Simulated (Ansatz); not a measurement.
C₂H₈GaN, SMILES `C[NH][GaH][CH3]`. Total charge 0; spin multiplicity 1. The geometry is a stationary point of PBE0-D4/def2-TZVP. It is one conformer, not always the lowest.

```xyz
12

C    -0.066   -1.830    0.199
N     0.722   -0.918   -0.592
Ga    0.636    0.900   -0.652
C    -0.675    1.826    0.478
H     0.546   -2.428    0.886
H    -0.646   -2.529   -0.418
H    -0.781   -1.274    0.810
H     1.398   -1.387   -1.174
H     1.656    1.571   -1.633
H    -1.296    1.131    1.045
H    -0.165    2.486    1.185
H    -1.328    2.452   -0.134
```

Question: What is the dipole moment at r2SCAN/def2-TZVPP? (Estimate.)

Answer: Ansatz gave: 0.77 D, with components (-0.29, -0.64, 0.32) D in this frame, pointing from negative to positive charge.

Question: And with PBE, B3LYP, ωB97M-V? (Estimate.)

Answer: Computed: PBE 0.84 D, B3LYP 0.72 D, ωB97M-V 0.62 D.

Question: Give the Mulliken charges with r2SCAN, B3LYP, PBE in def2-TZVPP. (Estimate.)

Answer: The calculation gave: 
| atom | r2SCAN | B3LYP | PBE |
| --- | --- | --- | --- |
| C1 | -0.02 | -0.16 | -0.17 |
| N2 | -0.35 | -0.31 | -0.26 |
| Ga3 | 0.28 | 0.26 | 0.19 |
| C4 | -0.33 | -0.40 | -0.39 |
| H5 | 0.05 | 0.09 | 0.09 |
| H6 | 0.05 | 0.09 | 0.09 |
| H7 | 0.04 | 0.08 | 0.08 |
| H8 | 0.14 | 0.12 | 0.13 |
| H9 | -0.07 | -0.06 | -0.05 |
| H10 | 0.06 | 0.09 | 0.09 |
| H11 | 0.07 | 0.09 | 0.10 |
| H12 | 0.07 | 0.10 | 0.10 |

B3LYP here is the variant with VWN-RPA as its local correlation; programs differ in this.
